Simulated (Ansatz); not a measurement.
Computed with Ansatz on PBE0-D4/def2-TZVP structures; ΔE is electronic, products minus reactants. CCSD(T)/CBS is the MP2 limit (def2-TZVPP, def2-QZVPP) plus CCSD(T) − MP2 in def2-TZVPP, frozen cores. This one scheme is used for every species. Functionals use def2-TZVPP. B3LYP here is the variant with VWN-RPA as its local correlation; programs differ in this. One conformer a species, not always the lowest.

`[SiH3][CH]1[NH][AlH]1` + `O[SiH](O)[SiH3]` → `O[SiH](O)[SiH2][SiH3]` + `[CH2]1[NH][AlH]1`  (formal exchange of groups at the Si–C bond)

(1) Is it downhill or uphill in electronic energy at CCSD(T)/CBS, and by how much? (Best estimate.)

(2) What do these levels give: r2SCAN-D4, PBE0-D4, B3LYP-D4, B2PLYP, PBE0, CCSD(T)/def2-TZVPP? (Best estimate.)

Largest T1 diagnostic among the species: 0.015.

Results:

(1) The calculation gave: Nearly level: ΔE = -0.03 eV.

(2) The calculation gave: r2SCAN-D4 -0.08, PBE0-D4 -0.13, B3LYP-D4 -0.05, B2PLYP -0.02, PBE0 -0.12, CCSD(T)/def2-TZVPP -0.03 eV.
